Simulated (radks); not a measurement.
Values are calculated unless marked as measured or tabulated.
Question: Excited configurations of Mn I: one electron is placed in a higher orbital outside [Ar] 3d5 4s1. The ground configuration is [Ar] 3d5 4s2. Level of theory: Dirac Kohn-Sham, LDA (Slater exchange, Perdew-Wang correlation), spin-unpolarised, spherical densities, finite nucleus; open shells fill j = l - 1/2 first; Fermi nuclear charge, rms radius 3.7057 fm (a radial shooting solver on a logarithmic mesh with Libxc functionals). Excitation = E - E(ground); binding = E(ion) - E, where the ion is the core of charge +1; n* = 1/sqrt(2 binding) in atomic units, and the quantum defect is n - n*.

outer orbital  excitation (eV)  binding (eV)     n*  quantum defect  eigenvalue (eV)  <r> (bohr)
4f5/2                    7.728         0.914  3.857           0.143           -0.439       17.41
5d3/2                    7.597         1.045  3.609           1.391           -0.583       18.31
7s1/2                    7.810         0.832  4.043           2.957           -0.539       26.90
7p1/2                    7.950         0.692  4.434           2.566           -0.448       31.71
7d3/2                    8.151         0.491  5.262           1.738           -0.320       44.02
7f5/2                    8.297         0.345  6.279           0.721           -0.228       61.53

Estimate the row for 5f5/2.

Answer: excitation (eV) 8.010; binding (eV) 0.632; n* 4.640; quantum defect 0.360; eigenvalue (eV) -0.369; <r> (bohr) 29.49. The Delta-SCF ionisation energy is 8.642 eV (NIST Atomic Spectra Database: 7.434 eV, measured). Self-interaction in the functional shifts the binding energies and quantum defects, so they are the method's values and not measured ones. Spin polarisation and multiplet splitting are left out, so open shells lie too high by an amount that depends on their filling.

Beside tabulated values, note that spin-unpolarised runs miss the spin-polarisation part of the exchange energy of open shells.
